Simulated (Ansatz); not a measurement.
Task: Name a neutral molecule of Cl, Mo, O with size of the dipole moment (PBE/def2-TZVPP) between 1.00 and 1.30 D and HOMO energy (B3LYP/def2-TZVPP) between -9.80 and -9.50 eV (Ansatz, PBE0-D4/def2-TZVP geometry).

Result: `[O]=[Mo](=[O])([Cl])[Cl]` (1.18 D, -9.68 eV). Other molecules can fit too; these were computed, each in one conformer that needn't be the lowest.

B3LYP here is the variant with VWN-RPA as its local correlation; programs differ in this.
